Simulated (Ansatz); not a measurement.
A structure relaxed at PBE-D4/def2-SVP in Ansatz, charge 0, doublet:

```tsv
atom	x (Å)	y (Å)	z (Å)
B1	-0.2825	0.2188	-0.0605
B2	1.7739	-1.3732	0.3707
B3	-1.8071	1.7508	0.9267
B4	-1.8136	1.0521	-1.6812
N5	-1.3948	1.0797	-0.2922
N6	2.8117	-2.1773	0.5891
N7	0.7123	-0.5510	0.1475
```

Question: Give its formula and point group.

Answer: the cluster B₄N₃. Point group C2v (tolerance 0.1 Å).

Question: Summarise the bond lengths by kind (pairs closer than 1.2 times the sum of covalent radii, bridged metal pairs left out).

Answer: 6 × B–N 1.27 to 1.45 Å.

Another isomer (doublet) lies 5.46 eV lower at PBE0-D4/def2-TZVP; other spin states weren't run for this one.
